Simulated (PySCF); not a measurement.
Zn(SeH)(OSiH3) (H₄OSeSiZn), SMILES [SiH3][O][Zn][SeH]. Heavy atoms are numbered as in [Zn:1]([SeH:2])[O:4][SiH3:5]. Hydrogens are named by the atom that carries them.

Geometry optimised at B3LYP-D3(BJ)/def2-SVP. The structure was generated by enumeration; whether it is a known compound was not checked. Other conformers were not sampled.

Computed with PBE/pcSseg-1 (PySCF).

GIAO shieldings, no solvent; atoms alike by connectivity are averaged. δ = σ(ref) − σ: ⁷⁷Se against Me2Se (σ = 1634.8 ppm); ¹H against TMS (σ = 31.49 ppm); ¹⁷O against H2O (σ = 334.3 ppm); ²⁹Si against TMS (σ = 335.4 ppm), references at their B3LYP-D3(BJ)/def2-TZVP geometries, non-relativistic.

| nucleus | atoms | count | δ (ppm) |
|---|---|---|---|
| ⁷⁷Se | Se2 (SeH) | 1 | -674.5 |
| ¹H | H on Si5 | 3 | 5.75 |
| ¹H | H on Se2 | 1 | -0.08 |
| ¹⁷O | O4 | 1 | 42.2 |
| ²⁹Si | Si5 (SiH3) | 1 | -36.8 |
